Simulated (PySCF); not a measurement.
Below is a simulated gas-phase C 1s photoelectron spectrum of `O=C(F)C1=CC=CC=C1`.

Every computed line was given a Gaussian of 0.4 eV full width at half maximum and an area set by the number of equivalent atoms; the highest printed point is 100. Level of theory: delta-SCF UKS SCAN, pcX-2 on the ionised atom, pcseg-1 elsewhere, spin-free X2C in PySCF.

binding energy (eV), intensity and a bar:
```
    290.3          0 
    290.4          1 
    290.5          5 ##
    290.6         18 #####
    290.7         45 #############
    290.8         79 ########################
    290.9        100 ##############################
    291.0         93 ############################
    291.1         67 ####################
    291.2         43 #############
    291.3         28 ########
    291.4         17 #####
    291.5          9 ###
    291.6          3 #
    291.7          1 
    291.8          0 
    291.9          0 
    292.0          0 
    292.1          0 
    292.2          0 
    292.3          0 
    292.4          0 
    292.5          0 
    292.6          0 
    292.7          0 
    292.8          0 
    292.9          0 
    293.0          0 
    293.1          0 
    293.2          0 
    293.3          0 
    293.4          0 
    293.5          0 
    293.6          0 
    293.7          0 
    293.8          0 
    293.9          0 
    294.0          0 
    294.1          0 
    294.2          0 
    294.3          0 
    294.4          0 
    294.5          0 
    294.6          0 
    294.7          0 
    294.8          0 
    294.9          1 
    295.0          2 #
    295.1          7 ##
    295.2         14 ####
    295.3         19 ######
    295.4         19 ######
    295.5         13 ####
    295.6          7 ##
    295.7          2 #
    295.8          1 
    295.9          0
```

**Question.** Count the maxima, the lines and the sites behind this envelope.

**Answer.** The curve has 2 maxima (at 290.9 and 295.3 eV). Under it lie 5 lines from 5 inequivalent carbon sites. At this width some lines have no maximum of their own.

**Question.** Decompose the envelope and assign each component. Numbering: `[O:1]=[C:2]([F:3])[c:4]1[cH:5][cH:6][cH:7][cH:8][cH:9]1`.

**Answer.** 
```json
{"position (eV)": "290.89", "relative area": "2", "line": "C 1s", "atoms": "C6/C8", "environment": "aromatic CH carbon"}
{"position (eV)": "290.92", "relative area": "1", "line": "C 1s", "atoms": "C7", "environment": "aromatic CH carbon"}
{"position (eV)": "290.94", "relative area": "2", "line": "C 1s", "atoms": "C5/C9", "environment": "aromatic CH carbon"}
{"position (eV)": "291.28", "relative area": "1", "line": "C 1s", "atoms": "C4", "environment": "substituted aromatic carbon"}
{"position (eV)": "295.35", "relative area": "1", "line": "C 1s", "atoms": "C2", "environment": "acyl halide carbon"}
```

**Question.** What are the centre and the root-mean-square width of the whole band?

**Answer.** The area-weighted mean of the lines is 291.60 eV. Their own spread about it is 1.54 eV (rms) and each Gaussian has σ = 0.4/2.355 = 0.17 eV; the variances add, which gives 1.54 eV.

The listed C 1s values span 4.46 eV, from C6/C8 (bonded to 2 C (aromatic in the SMILES) and H) to C2 (bonded to F, O (double bond) and C). The values 290.89, 290.92 and 290.94 eV lie too close for their order to be trusted.

Shake-up satellites, vibrational structure and lifetime widths aren't simulated. Topologically equivalent atoms share the value of their first member; where this conformer doesn't relate them by symmetry, their own values could differ. The structure is a single PBE0-D3(BJ)/def2-SVP conformer in the gas phase; no vibrational or solvent corrections.

The values belong to the conformer `[O:1]=[C:2]([F:3])[c:4]1[cH:5][cH:6][cH:7][cH:8][cH:9]1`: O1–C2–C4–C5 180°.
